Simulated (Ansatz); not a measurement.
The cluster AgAu₂⁻, relaxed as a singlet with RKS PBE0-D4/def2-TZVPD in Ansatz, starting from the GFN2-xTB geometry. Force threshold 0.02 eV/Å.

In the def2 sets Ag, Au take a core potential; there is no spin–orbit coupling. The relaxation made no stability test and no search for a lower SCF solution. The structure comes from a short search, and lower isomers may exist.

Start:

```xyz
3

Au   -1.676   -1.708    0.862
Au    1.410    1.986   -0.734
Ag    0.266   -0.278   -0.129
```

(1) Estimate the energy that the relaxation releases and the steps that it takes.

(2) Does the start keep its bonding and symmetry?

(3) Predict the relaxed structure.

## Answers

(1) 0.09 eV, in 4 steps; 7 s on 4 threads of Arm Neoverse V2 on a shared host. No frequencies were taken in this run, so the end may be a saddle point.

(2) By distances, no bond broke or formed. The bond that changes most is Au1–Ag3, from 2.61 to 2.62 Å (atoms count from 1). Point group C2v at the start, D∞h at the end, both within 0.05 Å; within 0.015 Å the end is C∞v.

(3) 
Cartesian coordinates in Å:
```
Au -1.600 -1.908 0.827
Au 1.594 1.914 -0.824
Ag 0.006 -0.007 -0.003
```
Bond lengths (bridged metal pairs left out): 2 × Ag–Au 2.62 Å.
